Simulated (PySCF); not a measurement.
C4H10O, charge +1, doublet, geometry from GFN2-xTB (a state made from the parent by changing its charge; the spin is typed, not shown lowest); DF-PBE0/3-21G (PySCF).

Here is a job for PySCF.
```python
from pyscf import gto, scf, dft

mol = gto.M(
    atom='''
C     2.40383578    0.23128589    0.02104572
C     0.99932557    0.78655491    0.14002323
O     0.05153369   -0.16931873   -0.17274142
C    -1.17772207   -0.20041657    0.45796359
C    -2.26720493   -0.68019929   -0.47903368
H     2.57443051   -0.49999618    0.81328356
H     2.54801622   -0.28661578   -0.92641979
H     3.13315995    1.03104275    0.10402418
H     0.80119043    1.27136125    1.10969490
H     0.91407307    1.59500987   -0.61973010
H    -1.41737427    0.75316825    0.95575942
H    -1.10938635   -0.95328986    1.27442215
H    -3.18553412   -0.85896250    0.07153458
H    -1.97530461   -1.59508166   -0.99331520
H    -2.44494642    0.07456413   -1.24731551
''',
    basis='3-21g',
    charge=1,
    spin=1,
    verbose=4,
)

mf = dft.UKS(mol)
mf.xc = 'pbe0'
mf = mf.density_fit(auxbasis='def2-universal-jkfit')
mf.kernel()
```

Write the output that PySCF gives for this input, abridged.


```
PySCF version 2.14.0

[INPUT] verbose = 4
[INPUT] num. atoms = 15
[INPUT] num. electrons = 41
[INPUT] charge = 1
[INPUT] spin (= nelec alpha-beta = 2S) = 1
[INPUT] symmetry False subgroup None
[INPUT] Mole.unit = angstrom
[INPUT] Symbol           X                Y                Z      unit          X                Y                Z       unit  Magmom
[INPUT]  1 C      2.403835780000   0.231285890000   0.021045720000 AA    4.542591272630   0.437066988576   0.039770646894 Bohr   0.0
[INPUT]  2 C      0.999325570000   0.786554910000   0.140023230000 AA    1.888451636575   1.486373361832   0.264605555777 Bohr   0.0
[INPUT]  3 O      0.051533690000  -0.169318730000  -0.172741420000 AA    0.097384560288  -0.319966027459  -0.326433974168 Bohr   0.0
[INPUT]  4 C     -1.177722070000  -0.200416570000   0.457963590000 AA   -2.225572163156  -0.378732428125   0.865425760123 Bohr   0.0
[INPUT]  5 C     -2.267204930000  -0.680199290000  -0.479033680000 AA   -4.284396385964  -1.285390368224  -0.905242459643 Bohr   0.0
[INPUT]  6 H      2.574430510000  -0.499996180000   0.813283560000 AA    4.864968590624  -0.944855843529   1.536883190011 Bohr   0.0
[INPUT]  7 H      2.548016220000  -0.286615780000  -0.926419790000 AA    4.815052816750  -0.541625327179  -1.750679679477 Bohr   0.0
[INPUT]  8 H      3.133159950000   1.031042750000   0.104024180000 AA    5.920814209956   1.948388420218   0.196577210532 Bohr   0.0
[INPUT]  9 H      0.801190430000   1.271361250000   1.109694900000 AA    1.514030486323   2.402524567885   2.097019442827 Bohr   0.0
[INPUT] 10 H      0.914073070000   1.595009870000  -0.619730100000 AA    1.727347760140   3.014131820278  -1.171120160149 Bohr   0.0
[INPUT] 11 H     -1.417374270000   0.753168250000   0.955759420000 AA   -2.678449186305   1.423281718218   1.806123544773 Bohr   0.0
[INPUT] 12 H     -1.109386350000  -0.953289860000   1.274422150000 AA   -2.096436367831  -1.801456752725   2.408308830579 Bohr   0.0
[INPUT] 13 H     -3.185534120000  -0.858962500000   0.071534580000 AA   -6.019787047257  -1.623203876272   0.135180764636 Bohr   0.0
[INPUT] 14 H     -1.975304610000  -1.595081660000  -0.993315200000 AA   -3.732784725491  -3.014267483717  -1.877093683368 Bohr   0.0
[INPUT] 15 H     -2.444946420000   0.074564130000  -1.247315510000 AA   -4.620279123036   0.140905784416  -2.357084704822 Bohr   0.0

nuclear repulsion = 190.470588594244
number of shells = 45
number of NR pGTOs = 105
number of NR cGTOs = 65
basis = 3-21g
ecp = {}

******** <class 'pyscf.df.df_jk.DFUKS'> ********
method = DFUKS
initial guess = minao
damping factor = 0
level_shift factor = 0
DIIS = <class 'pyscf.scf.diis.CDIIS'>
diis_start_cycle = 1
diis_space = 8
diis_damp = 0
SCF conv_tol = 1e-09
SCF conv_tol_grad = None
SCF max_cycles = 50
direct_scf = False
number electrons alpha = 21  beta = 20
XC library pyscf.dft.libxc version 7.1.2
    S. Lehtola, C. Steigemann, M. J. T. Oliveira, and M. A. L. Marques,  SoftwareX 7, 1–5 (2018)
XC functionals = pbe0
    C. Adamo and V. Barone,  J. Chem. Phys. 110, 6158 (1999)
    M. Ernzerhof and G. E. Scuseria,  J. Chem. Phys. 110, 5029 (1999)
radial grids:
    Treutler-Ahlrichs [JCP 102, 346 (1995); DOI:10.1063/1.469408] (M4) radial grids

becke partition: Becke, JCP 88, 2547 (1988); DOI:10.1063/1.454033
pruning grids: <function nwchem_prune>
grids dens level: 3
symmetrized grids: False
atomic radii adjust function: <function treutler_atomic_radii_adjust>
small_rho_cutoff = 0
Set gradient conv threshold to 3.16228e-05
tot grids = 168640
******** <class 'pyscf.df.df.DF'> ********
auxbasis = def2-universal-jkfit
init E= -232.371881101487

cycle= 1 E= -231.731325592758  delta_E= 0.641  |g|= 0.247  |ddm|= 2.33
cycle= 2 E= -231.736439274182  delta_E= -0.00511  |g|= 0.275  |ddm|= 0.569
cycle= 3 E= -231.769316802938  delta_E= -0.0329  |g|= 0.0377  |ddm|= 0.228
cycle= 4 E= -231.769825397709  delta_E= -0.000509  |g|= 0.04  |ddm|= 0.0643
cycle= 5 E= -231.770472497338  delta_E= -0.000647  |g|= 0.0075  |ddm|= 0.0351
cycle= 6 E= -231.770533171221  delta_E= -6.07e-05  |g|= 0.00239  |ddm|= 0.0176
cycle= 7 E= -231.770537844538  delta_E= -4.67e-06  |g|= 0.00057  |ddm|= 0.00486
cycle= 8 E= -231.770538062053  delta_E= -2.18e-07  |g|= 0.000159  |ddm|= 0.000957
cycle= 9 E= -231.770538083839  delta_E= -2.18e-08  |g|= 2.94e-05  |ddm|= 0.000283
cycle= 10 E= -231.770538085062  delta_E= -1.22e-09  |g|= 1.06e-05  |ddm|= 7.6e-05
cycle= 11 E= -231.770538085194  delta_E= -1.32e-10  |g|= 2.57e-06  |ddm|= 2.56e-05
Extra cycle  E= -231.7705380852  delta_E= -5.8e-12  |g|= 2.05e-06  |ddm|= 5.23e-06
converged SCF energy = -231.7705380852  <S^2> = 0.75360676  2S+1 = 2.0036035
```
